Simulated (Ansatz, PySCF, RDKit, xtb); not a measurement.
Pair of molecules: NH3 (SMILES N) (first 4 atoms) with SiH4 (SMILES [SiH4]); geometry from B3LYP-D3(BJ)/def2-TZVP, rigid monomers moved along the line of their centres of mass till N1···Si5 is 5.11 Å.
(charge 0, multiplicity 1):
```xyz
9

N      0.06953     0.16398    -0.00728
H     -0.74419     0.64334     0.35970
H      0.03779    -0.79277     0.32469
H      0.89049     0.60126     0.39447
Si    -0.04448    -0.02244     5.09436
H      1.19072     0.66525     4.65671
H     -0.07787    -0.07656     6.57371
H     -0.06430    -1.39955     4.55275
H     -1.22675     0.72049     4.60397
```

Monomers are frozen at their geometry in the pair; levels with a basis set take the counterpoise correction. Rows marked so take none. RDKit's UFF carries no charges.

Correlated levels freeze the cores. Rows in 3-21G, 6-31G* carry no dispersion term and start afresh at each structure (6-31G* with six Cartesian d functions). MP2/6-31G* freezes PySCF's default core.

Programs: Ansatz (Gaussian basis) for Hartree–Fock, density functionals and correlated methods; PySCF for 3-21G rows, 6-31G* rows, the dispersion terms; RDKit for the force fields; xtb for the GFN methods. Values without a source in brackets are computed.

| level | interaction energy (kJ/mol) |
|---|---|
| UFF | -1.1 |
| GFN-FF | -0.9 |
| PBE-D3(BJ)/def2-TZVPPD | -1.5 |
| r2SCAN-D4/def2-TZVPPD | -1.1 |
| B3LYP/3-21G (no counterpoise) | -0.9 |
| PBE0-D3(BJ)/def2-TZVPPD | -1.3 |
| MP2/6-31G* | … |
| MP2/aug-cc-pV(T+d)Z | -0.8 |
| CCSD/aug-cc-pV(T+d)Z | -0.8 |

Fill in the missing entries.


- MP2/6-31G*, interaction energy (kJ/mol): -0.3

Ansatz is a quantum-chemistry and plane-wave program.
